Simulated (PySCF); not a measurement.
## Deuteron quadrupole couplings in `C/C(F)=C(\CF)[SiH2]F`

Compound: C4H7F3Si.
Z-matrix (Å and degrees, GFN2-xTB geometry), rows numbered from 1:
```
C 
C   1  1.4884
F   2  1.3582  1  112.87
C   2  1.3315  1  129.37  3   178.75
C   4  1.5028  2  119.47  1     1.95
F   5  1.3812  4  111.45  2    58.94
Si  4  1.8862  2  120.64  1   179.78
F   7  1.6146  4  104.64  2   163.27
H   1  1.0861  2  110.80  3   141.96
H   1  1.0875  2  109.46  3    21.14
H   1  1.0911  2  110.11  3   -97.89
H   5  1.0964  4  111.65  2   -59.60
H   5  1.0918  4  111.24  2   177.39
H   7  1.4518  4  111.65  2    50.00
H   7  1.4542  4  112.58  2   -83.06
```

Level: PBE0/pcSseg-1 (PySCF, non-relativistic); Q(2H) = 0.00286 b; rigid geometry, the same for H and D, with no vibrational averaging.

**Question.** Rank these positions by the coupling χzz of a deuteron there, largest first.
A. H13 (methylene hydrogen)
B. H9 (methyl hydrogen)
C. H15 (Si–H hydrogen)

**Answer.** B (206 kHz), A (193 kHz), C (111 kHz).

**Question.** What are Vzz, η and χzz (234.96 MHz × Q × Vzz) at all hydrogens?

**Answer.** 
```csv
atom,bonded to,bond length (Å),Vzz (au),η,χzz (kHz)
H9,C1,1.086,0.3071,0.03,206
H10,C1,1.087,0.3109,0.03,209
H11,C1,1.091,0.3078,0.03,207
H12,C5,1.096,0.2860,0.06,192
H13,C5,1.092,0.2874,0.05,193
H14,Si7,1.452,0.1663,0.01,112
H15,Si7,1.454,0.1650,0.02,111
```

**Question.** Average by the element that carries the hydrogen.

**Answer.** on C: 202 kHz over 5 positions, mean bond length 1.091 Å; on Si: 111 kHz over 2 positions, mean bond length 1.453 Å.

**Question.** How does χzz go with the bond length over the 5 C–H bonds?

**Answer.** A straight-line fit has a slope of -16.3 kHz for each 0.01 Å, with a correlation coefficient of -0.81, over lengths from 1.086 to 1.096 Å. The longer bonds have the smaller couplings here.

**Question.** A static deuteron (I = 1) shows a doublet split by (3/2)χ, (3/4)χ(1 + η) and (3/4)χ(1 − η) with the field along z, y and x of the gradient. What are these for H11?

**Answer.** With |χ| = 206.8 kHz and η = 0.030: 310, 160 and 150 kHz, to first order and without motion.

The structure is a single GFN2-xTB conformer in the gas phase; no vibrational or solvent corrections. GFN2-xTB frequencies show an imaginary mode (53i cm⁻¹), so this geometry is no minimum at that level. GFN2-xTB bond lengths can be off by several hundredths of an ångström, more for odd bonds, and the gradients follow them. With a basis this small, the couplings can be 20 % off.
